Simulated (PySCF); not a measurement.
Two structures of ZnH$_{3}$OF, singlet, reached by relaxing down either side of one saddle point (PBE0-D4/def2-TZVP). Energies are electronic, without zero-point energy. Computed with PySCF 2.14 with density fitting (its default auxiliary sets; JK sets also for MP2 and CCSD(T)) (basis: def2-TZVPP and def2-QZVPP); correlated methods freeze the cores. The 3s and 3p shells of Cu and Zn are frozen; filled d shells are correlated. Extrapolation: Hartree–Fock as exp(−7.88 √X), correlation as X^−2.97. First:

```xyz
6
angstrom
Zn -0.4417 -0.5945 -0.0543
F -0.7585 -1.2893 -1.6229
O -0.1044 0.1276 1.5199
H 0.8320 1.0544 -1.3844
H 0.9543 1.3381 -0.6992
H -0.4943 -0.3201 2.2726
```

Second:

```xyz
6
angstrom
Zn 0.3430 0.5413 0.4841
F -0.3234 -0.9221 -1.7451
O -0.2940 -0.0256 2.0370
H 0.2149 -0.1757 -1.8793
H 0.9783 1.1759 -0.7557
H -0.8391 -0.8133 2.0067
```

Which bonds change from the first to the second?

ZnHOF ([OH][Zn][F]) + H₂ → ZnH₂O ([OH][ZnH]) + HF; bonds formed: Zn1–H5, F2–H4; bonds broken: Zn1–F2, H4–H5.

Give the saddle point's structure and its height above each. (Judge from chemistry; the value comes from the calculation.)

The calculation gives: 105.9 kJ/mol above the first and 69.4 kJ/mol above the second (CCSD(T) at an estimated basis limit (MP2 extrapolated from triple and quadruple zeta, plus CCSD(T) − MP2 in triple zeta)).
Zn1  (0.049, 0.121, 0.165)
F2  (-0.258, -0.804, -1.572)
O3  (-0.282, 0.107, 1.911)
H4  (0.443, 0.226, -1.574)
H5  (0.873, 0.981, -1.129)
H6  (-0.825, -0.630, 2.198)
(Å)

The T1 diagnostic stays at or below 0.018.

Labels in which every atom is bracketed show which atoms are joined, not bond orders.

For scale, one of the runs: CCSD(T)/def2-TZVPP, 168 basis functions, launched by `OMP_NUM_THREADS=4 python run.py`. Hardware: 4 CPU threads of an Arm Neoverse V2, shared host. Wall time 4.2 min; peak host memory 1.8 GiB.
